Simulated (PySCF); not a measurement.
Job file and geometry (Å, from GFN2-xTB) of an NMR shielding run on SMILES N#C[Si@H]1C[Si@H](O[SiH3])C1, C3H9NOSi3, GIAO PBE0/pcSseg-1 NMR shielding, non-relativistic, gas phase (PySCF); density fitting, a coarse starting grid and PySCF grid level 2 are the driver's defaults:

```
$ OMP_NUM_THREADS=1 python probes_run.py task.json out

{"job": {"kind": "nmr", "xc": "PBE0", "basis": "pcSseg-1"}, "charge": 0, "multiplicity": 1}
N     -4.571193     0.178254     0.161803
C     -3.461421    -0.062970     0.009582
Si    -1.647150    -0.440173    -0.229255
C     -0.655293     1.092974    -0.804941
Si     0.502253     0.952808     0.719726
O      1.941006     0.317619     0.318782
Si     2.856155    -0.729422    -0.514545
C     -0.672670    -0.394580     1.418734
H     -1.577238    -1.654116    -1.047020
H     -0.169252     1.001424    -1.772363
H     -1.243171     2.006579    -0.831788
H      0.852722     2.128080     1.503589
H      2.133006    -1.996407    -0.643309
H      3.100864    -0.135022    -1.827576
H      4.065067    -0.857856     0.291563
H     -1.264335    -0.067601     2.269752
H     -0.196348    -1.327561     1.706869
```

**Question.** What does the program print?

**Answer.** 
```
coarse grid: 15864 points
cycle   1  E = -1117.3304580731  dE =  8.311e-01  |g| = 9.061e-01  |ddm| = 3.914e+00
cycle   2  E = -1117.0437540491  dE =  2.867e-01  |g| = 1.488e+00  |ddm| = 1.960e+00
cycle   3  E = -1117.4817934312  dE = -4.380e-01  |g| = 2.434e-01  |ddm| = 1.413e+00
cycle   4  E = -1117.4930203947  dE = -1.123e-02  |g| = 9.693e-02  |ddm| = 1.949e-01
cycle   5  E = -1117.4947582636  dE = -1.738e-03  |g| = 4.013e-02  |ddm| = 8.335e-02
cycle   6  E = -1117.4950929279  dE = -3.347e-04  |g| = 6.329e-03  |ddm| = 3.235e-02
cycle   7  E = -1117.4951034148  dE = -1.049e-05  |g| = 1.360e-03  |ddm| = 8.056e-03
cycle   8  E = -1117.4951038743  dE = -4.594e-07  |g| = 2.368e-04  |ddm| = 1.560e-03
final grid: 139952 points
cycle   9  E = -1117.5506347895  dE = -1.745e-05  |g| = 9.045e-03  |ddm| = 2.144e-02
cycle  10  E = -1117.5506142471  dE =  2.054e-05  |g| = 1.362e-02  |ddm| = 1.828e-02
cycle  11  E = -1117.5506514004  dE = -3.715e-05  |g| = 1.170e-03  |ddm| = 1.144e-02
cycle  12  E = -1117.5506516511  dE = -2.507e-07  |g| = 3.982e-04  |ddm| = 1.074e-03
cycle  13  E = -1117.5506516780  dE = -2.696e-08  |g| = 2.075e-04  |ddm| = 3.496e-04
cycle  14  E = -1117.5506516868  dE = -8.755e-09  |g| = 4.543e-05  |ddm| = 1.326e-04
cycle  15  E = -1117.5506516872  dE = -4.584e-10  |g| = 1.092e-05  |ddm| = 4.332e-05
converged SCF energy = -1117.5506516872

GIAO shielding tensors (ppm)
atom      isotropic    diamagn.    paramagn.     s11        s22        s33       span
  0 N      -97.340     337.294    -434.634   -289.119   -286.973    284.073    573.192
  1 C       60.921     262.327    -201.406    -54.315    -52.745    289.822    344.136
  2 Si     393.594     880.916    -487.322    355.285    397.480    428.016     72.731
  3 C      174.561     262.516     -87.955    150.058    181.326    192.299     42.241
  4 Si     349.704     880.707    -531.002    320.030    342.017    387.066     67.036
  5 O      298.535     400.698    -102.162    219.412    325.888    350.307    130.895
  6 Si     392.517     879.898    -487.380    353.860    363.254    460.439    106.579
  7 C      174.243     262.378     -88.135    147.712    182.574    192.443     44.731
  8 H       26.586      29.249      -2.663     23.210     25.180     31.369      8.160
  9 H       30.763      33.500      -2.737     26.628     28.240     37.420     10.793
 10 H       30.558      31.545      -0.987     26.315     28.628     36.731     10.416
 11 H       26.000      29.229      -3.229     21.827     24.475     31.697      9.869
 12 H       26.570      30.818      -4.248     22.838     26.102     30.772      7.934
 13 H       26.547      29.471      -2.924     23.095     24.978     31.568      8.473
 14 H       26.565      28.226      -1.662     22.917     24.675     32.102      9.184
 15 H       30.533      31.258      -0.725     26.253     28.656     36.691     10.438
 16 H       30.723      33.001      -2.278     26.704     28.122     37.344     10.639
```

Size and cost of the density-fitted run: 202 basis functions, 50 s wall time on 1 thread of an Intel Xeon Platinum 8559C, shared host; peak memory 0.93 GiB.
